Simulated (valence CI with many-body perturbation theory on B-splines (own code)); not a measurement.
**Sensitivity of CI+MBPT for Gd41+**

Computed by configuration interaction combined with many-body perturbation theory (CI+MBPT): five valence electrons over a frozen Dirac-Fock core [Ar], radial functions for each j: 6 s, 6 p, 5 d, 5 f, 1 g, with the one-electron correlation potential Σ1 (screened to all orders), the two-electron term Σ2, the three-electron term Σ3, Breit, model QED; selected single and double excitations, second order for the rest, scaled by the run's own slope (own B-spline code, finite nucleus).

No measured spectrum was set against this ion. As an estimate, large intervals hold to a few tenths of a per cent, small ones and those within an open d or f shell to about a per cent. Among the levels kept, up to 420 cm⁻¹ of a level comes from second order outside the variational space, and about a tenth of that is noise between levels of different J, which matters for small intervals. Only levels of the ground parity were solved; by the run's estimate the other parity begins above the list, which can be wrong where configurations are misplaced.

The reference run has the lowest level (3d3/2^4 3d5/2) J=5/2 and an ionisation energy of 3159.84 eV. Its largest variational space holds 10000 state functions.

Levels are named by their leading jj configuration (3d3/2^4 stands for four electrons in 3d with j = 3/2), which in mixed levels can hold well under half, so a name can repeat and another be missing. Letters in brackets count levels of one name in rising energy.

Changed runs:
A. scale of Σ1 1 → 0; scale of Σ2 1 → 0; three-electron term on → off
B. lowest core n in screening and Σ2 1 → 4; shift of the energy in Σ1 (hartree) 0 → 23.511
C. correlating orbitals by l 3 3 3 3 1 → 4 4 3 0 0; logarithmic knot step 0.27 → 0.4
D. start configuration 3d5 → 3s5 (bad on purpose)

Excitation energies of the reference run in cm⁻¹, and shifts in cm⁻¹:

```
                      Level  Reference       A      C
(3d3/2^3 3d5/2^2) J=5/2 [a]     204228   -6347   -749
(3d3/2^3 3d5/2^2) J=7/2 [a]     286416   -3927   +240
(3d3/2^3 3d5/2^2) J=3/2 [a]     295582   -1548   +460
   (3d3/2^3 3d5/2^2) J=11/2     297404   -5845    -53
    (3d3/2^3 3d5/2^2) J=9/2     328603   -4140   +493
(3d3/2^3 3d5/2^2) J=5/2 [b]     346947   -2043   +821
    (3d3/2^3 3d5/2^2) J=1/2     361090    -804   +927
(3d3/2^3 3d5/2^2) J=7/2 [b]     383425    +310  +1331
(3d3/2^3 3d5/2^2) J=3/2 [b]     472444    -515  +2162
(3d3/2^2 3d5/2^3) J=5/2 [a]     487421   -7996   -240
(3d3/2^2 3d5/2^3) J=7/2 [a]     537573   -7533    -92
   (3d3/2^2 3d5/2^3) J=11/2     543801  -10694   -500
     Ionisation energy (eV)    3159.84  -12.83  -0.39
```

Run B: It gave no result: the setting left no core shell for the response of the core. The program said: "need at least one array to concatenate".

Run D: It gave no result: a shell was given more electrons than it holds. The program said: "a valence shell holds more than 4l+2 electrons".
